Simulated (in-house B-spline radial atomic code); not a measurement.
Radial electron density of Au⁴⁺, [Ar] 3d10 4s1 4p6 4d10 4f14 5s2 5p6 5d8. Method: Dirac-Hartree-Fock, average of configuration, Fermi nucleus of rms radius 5.4371 fm. Calculated with a radial B-spline atomic code at the basis-set limit.

Columns: r (bohr), 4πr²n(r) (electrons per bohr), bar.

```
0.000474    3.359 #
0.000585    4.674 #
0.000721    6.457 ##
0.000889    8.873 ###
  0.0011    12.17 ####
 0.00135    16.37 #####
 0.00167    22.05 #######
 0.00205    29.04 #########
 0.00253    37.98 ############
 0.00312    48.75 ###############
 0.00385    61.27 ###################
 0.00474    74.83 #######################
 0.00585    88.71 ###########################
 0.00721    101.1 ###############################
 0.00889    110.2 #################################
   0.011    114.2 ###################################
  0.0135    112.6 ##################################
  0.0167    106.9 ################################
  0.0205    101.8 ###############################
  0.0253    102.7 ###############################
  0.0312    113.4 ##################################
  0.0385    131.1 ########################################
  0.0474    144.9 ############################################
  0.0585    143.8 ############################################
  0.0721    128.6 #######################################
  0.0889    115.9 ###################################
    0.11    121.6 #####################################
   0.135    135.2 #########################################
   0.167      129 #######################################
   0.205    99.17 ##############################
   0.253    76.27 #######################
   0.312    80.85 #########################
   0.385    87.57 ###########################
   0.474    71.26 ######################
   0.585    44.08 #############
   0.721    27.89 ########
   0.889    22.57 #######
     1.1       18 #####
    1.35     11.6 ####
    1.66    5.747 ##
    2.05    2.122 #
    2.53   0.5647 
    3.12  0.09864 
    3.85 0.009801 
    4.74 0.0004943
```

On this grid the curve has 4 maxima, near 0.011, 0.0474, 0.135, 0.385 bohr.

The 4s1/2 radial function P(r) = rR(r), positive near the nucleus, with its small component Q(r) (sign convention: Q ≈ (P' + κP/r)/2c):

```csv
r (bohr),P,Q
0.000253,0.06324,-0.01847
0.000385,0.08854,-0.02714
0.000585,0.1227,-0.03868
0.000889,0.1683,-0.05409
0.00135,0.2269,-0.07438
0.00205,0.2988,-0.1004
0.00312,0.3792,-0.1323
0.00474,0.4515,-0.1675
0.00721,0.4812,-0.1997
0.011,0.4072,-0.2156
0.0167,0.1614,-0.1947
0.0253,-0.2648,-0.1196
0.0385,-0.6867,0.003196
0.0585,-0.6202,0.1078
0.0889,0.2598,0.09942
0.135,1.092,-0.01761
0.205,0.233,-0.07988
0.312,-1.568,-0.01507
0.474,-1.595,0.02989
0.721,-0.5017,0.01293
1.1,-0.05268,0.001279
1.66,-0.00425,6.152e-05
```
